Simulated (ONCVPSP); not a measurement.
**An all-electron radial function and its pseudo partner (cerium)**

Columns: radius, all-electron u(r) and pseudo u(r) of the 5p shell (level -45.94 eV) of cerium in the configuration [Kr] 4d10 4f1 5s2 5p6; PBEsol, scalar-relativistic, ONCV scheme, ONCVPSP 4.0.1.

| r (bohr) | all-electron | pseudo |
| --- | --- | --- |
| 0.140 | 0.1749 | 0.0163 |
| 0.280 | 0.1407 | 0.0621 |
| 0.420 | -0.3418 | 0.1324 |
| 0.560 | -0.4597 | 0.2249 |
| 0.700 | -0.2483 | 0.3368 |
| 0.840 | 0.0829 | 0.4590 |
| 0.980 | 0.3969 | 0.5773 |
| 1.120 | 0.6372 | 0.6819 |
| 1.260 | 0.7932 | 0.7700 |
| 1.400 | 0.8742 | 0.8376 |
| 1.540 | 0.8961 | 0.8738 |
| 1.680 | 0.8753 | 0.8688 |
| 1.820 | 0.8261 | 0.8255 |
| 1.960 | 0.7598 | 0.7598 |
| 2.100 | 0.6850 | 0.6850 |
| 2.240 | 0.6077 | 0.6077 |
| 2.380 | 0.5322 | 0.5322 |
| 2.520 | 0.4611 | 0.4611 |
| 2.660 | 0.3960 | 0.3960 |
| 2.800 | 0.3376 | 0.3376 |
| 2.940 | 0.2860 | 0.2860 |
| 3.080 | 0.2411 | 0.2411 |
| 3.220 | 0.2023 | 0.2023 |
| 3.360 | 0.1690 | 0.1690 |
| 3.500 | 0.1407 | 0.1407 |
| 3.640 | 0.1167 | 0.1167 |

Q: How many radial nodes do the two functions have?

A: The all-electron 5p function has n − l − 1 = 3 (the table is too coarse to show those close to the nucleus); the pseudo-wave has 0, since the states of the same l below it are removed with the core.

Q: At about which radius was the pseudo-wave matched?

A: 1.95 bohr, where the columns begin to agree (steps of 0.14 bohr).

Q: Where does each function peak?

A: Outermost all-electron maximum near 1.54 bohr, pseudo maximum near 1.54 bohr (to the table’s step).

Q: Is the pseudo-wave norm-conserving?

A: Yes: the ONCV scheme keeps the norm inside the radius equal to the all-electron one, which fixes the energy derivative of the logarithmic derivative at the level.
